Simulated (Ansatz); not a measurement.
Species: CH$_{2}$OSi$_{2}$, SMILES `O=[si]1c[siH]1` (charge 0, multiplicity 1).

Task: Give a relaxed geometry from PBE0-D3(BJ)/def2-TZVP (Ansatz, a program for electronic structure).

Result: the end point of this relaxation (outside a Z-matrix the atoms follow the SMILES, hydrogens last).
Bonds (Å): O1–Si2 1.516, Si2–C3 1.791, Si2–Si4 2.187, C3–Si4 1.754, C3–H5 1.084, Si4–H6 1.496. Bond angles (°): O1–Si2–C3 150.1, O1–Si2–Si4 158.8, C3–Si2–Si4 51.1, Si2–C3–Si4 76.2, Si2–C3–H5 140.3, Si4–C3–H5 143.5, Si2–Si4–C3 52.7, Si2–Si4–H6 176.4, C3–Si4–H6 130.9.
